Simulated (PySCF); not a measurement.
Br4W, neutral, multiplicity 3. Atoms are numbered in the order given.

```xyz
5

W      0.0000     0.0000     0.0000
Br     1.3967     1.3967    -1.3967
Br    -1.3967     1.3967     1.3967
Br    -1.3967    -1.3967    -1.3967
Br     1.3967    -1.3967     1.3967
```
Charge 0, spin multiplicity 3.

Coordinates come from a B3LYP-D3(BJ)/def2-SVP optimisation. The multiplicity is an assumed one; other spin states were not compared. The def2 effective core potentials stand for the cores of W; spin–orbit coupling is left out.

Computed with TDA-LC-ωPBE/def2-SVPD (PySCF).

Vertical excitations; the highest root listed may be one member of a degenerate set. Isolated molecule, no solvent.

Computed lowest excited states:
```csv
state,energy (eV),λ (nm),f,main pairs
root 1,1.26,984,0.000,"α HOMO−1→LUMO, α HOMO→LUMO+1, α HOMO−1→LUMO+1, α HOMO→LUMO (degenerate set)"
root 2,1.26,984,0.000,"α HOMO→LUMO+1, α HOMO−1→LUMO+2, α HOMO−1→LUMO (degenerate set)"
root 3,1.26,984,0.000,"α HOMO→LUMO+2, α HOMO−1→LUMO+1, α HOMO→LUMO, α HOMO−1→LUMO+2 (degenerate set)"
root 4,1.52,818,0.009,"α HOMO→LUMO, α HOMO→LUMO+2 (degenerate set)"
root 5,1.52,818,0.009,"α HOMO−1→LUMO+2, α HOMO→LUMO+1, α HOMO−1→LUMO (degenerate set)"
root 6,1.52,818,0.009,"α HOMO−1→LUMO+1, α HOMO→LUMO+2, α HOMO−1→LUMO (degenerate set)"
root 7,4.76,260,0.002,"α HOMO−3→LUMO, α HOMO−4→LUMO+1, α HOMO−3→LUMO+1, α HOMO−4→LUMO, β HOMO−2→LUMO (degenerate set)"
root 8,4.76,260,0.002,"α HOMO−2→LUMO, α HOMO−4→LUMO+2, α HOMO−3→LUMO+2, β HOMO→LUMO, β HOMO→LUMO+2, β HOMO−2→LUMO+1 (degenerate set)"
root 9,4.76,260,0.002,"α HOMO−2→LUMO+1, α HOMO−3→LUMO+2, α HOMO−4→LUMO+2, β HOMO−1→LUMO+1, β HOMO→LUMO+3 (degenerate set)"
root 10,4.87,255,0.000,"α HOMO−3→LUMO 23 %, α HOMO−2→LUMO 17 %, α HOMO−4→LUMO+1 16 %, α HOMO−3→LUMO+2 15 %"
```
Unrestricted roots are not spin-pure.
